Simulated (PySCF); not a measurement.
Match each property card to its molecule.

Structures:
1. `C[N+]1=C(F)OC=C1`
2. `Fc1cccc2c1[nH]nn2`
3. `FC(F)[C@@H]1C[C@H]2[CH][C@@H]1C=C2` [radical]
4. `[H][Ge-]([H])([H])([H])[H]`

Card P (geometry GFN2-xTB):
* Rotational constants A, B, C: 3.987, 3.460, 1.874 GHz
* Static isotropic polarisability (PBE0/def2-SVPD): 50.0 au
* Point group: Cs
* Lowest triplet excitation (Tamm–Dancoff) (TDA PBE0/def2-SVPD): 4.39 eV
* Lowest singlet excitation (TDDFT PBE0/def2-SVPD): 6.32 eV (196 nm, f = 0.120)
* Strongest line among the 6 lowest singlet transitions (TDDFT PBE0/def2-SVPD): S4 at 8.67 eV (143 nm, f = 0.447)
* HOMO energy (PBE0/def2-SVPD): -13.29 eV

Card Q (geometry PBE0-D3(BJ)/def2-SVP):
* Rotational constants A, B, C: 65.786, 51.590, 51.566 GHz
* HOMO energy (B3LYP/pcSseg-1 (pcSseg-2 on Ge)): 0.47 eV
* Isotropic shieldings of nuclei other than C and H, by class (GIAO B3LYP/pcSseg-1 (pcSseg-2 on Ge)): 1771 (1 Ge) ppm
* Point group: D3h

Card R (geometry PBE0-D3(BJ)/def2-SVP):
* Rotational constants A, B, C: 2.601, 1.057, 0.950 GHz
* Largest isotropic hyperfine couplings (means over sets of like nuclei) (unrestricted B3LYP/IGLO-III on C F, pcH-1 on H): 13C +191.5, 13C +50.9, 13C +50.4, 1H -32.2, 19F +29.2 MHz
* Dipole moment (PBE0-D3(BJ)/def2-SVP): 1.82 D
* Isotropic g value (unrestricted B3LYP/IGLO-III on C F, pcH-1 on H, mean-field spin–orbit): 2.00236

Card S (geometry GFN2-xTB):
- Rotational constants A, B, C: 2.255, 1.515, 0.906 GHz
- Static isotropic polarisability (wB97X-D/def2-SVPD): 86.6 au
- Lowest triplet excitation (Tamm–Dancoff) (TDA wB97X-D/def2-SVPD): 3.72 eV
- Lowest singlet excitation (TDDFT wB97X-D/def2-SVPD): 5.12 eV (242 nm, f = 0.056)
- 13C chemical shifts (computed TMS as zero) by class (GIAO PBE0/pcSseg-1): 156.6 (1 C), 153.2 (1 C), 129.0 (1 C), 128.9 (1 C), 122.1 (1 C), 117.7 (1 C) ppm

Species are written as SMILES; each is one conformer at its optimised geometry, gas phase, non-relativistic unless stated; the electronic structure was computed with PySCF and density fitting. Hyperfine couplings of like nuclei are means over topologically equivalent atoms, whose single values can differ widely in one geometry; on GFN2-xTB geometries they can lie far from the values at a DFT minimum. NMR classes are plain means over equivalent atoms (diastereotopic ones count apart unless rotation or inversion swaps them), as if these changed places fast.

Question: Which card belongs to which structure?

Answer: P = 1, Q = 4, R = 3, S = 2. What ties each card to its structure:
- 1 (card P), [C4H5FNO]+, monoisotopic mass 102.0 u, 7 heavy atoms: a HOMO at -13.29 eV for the only species of charge +1; an asymmetric top with C = 1.874 GHz; polarisability 50.0 au for 52 electrons.
- 2 (card S), C6H4FN3, monoisotopic mass 137.0 u, 10 heavy atoms: 6 C in 6 classes; the least shielded carbon (156.6 ppm) is an aromatic C–F carbon; an asymmetric top with C = 0.906 GHz, the lowest such constant on the cards; polarisability 86.6 au for 70 electrons.
- 3 (card R), C8H9F2, monoisotopic mass 143.1 u, 10 heavy atoms: an asymmetric top with C = 0.950 GHz; dipole 1.82 D; an open shell with its largest isotropic coupling to 13C.
- 4 (card Q), [GeH5]-, monoisotopic mass 79.0 u, 1 heavy atom: point group D3h; a HOMO at 0.47 eV for the only species of charge -1; a prolate symmetric top (constants that symmetry makes equal differ by optimisation noise) with C = 51.566 GHz, the highest such constant on the cards.
